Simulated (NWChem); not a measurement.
# BiHF$_{2}$; SMILES [F][BiH][F]

All runs: NWChem. def2 effective core potentials on Bi; no spin-orbit coupling. The level has its own optimisation; frequencies are unscaled.

Problem. Predict the results for LDA (Slater exchange, VWN5)/def2-SVP. Quantities: r Bi–H (Å); r Bi–F (Å); highest harmonic frequency (cm⁻¹); lowest (cm⁻¹); zero-point energy (kcal/mol).

Solution. r Bi–H (Å): 1.834
r Bi–F (Å): 2.026
highest harmonic frequency (cm⁻¹): 1714
lowest (cm⁻¹): 167
zero-point energy (kcal/mol): 6.0
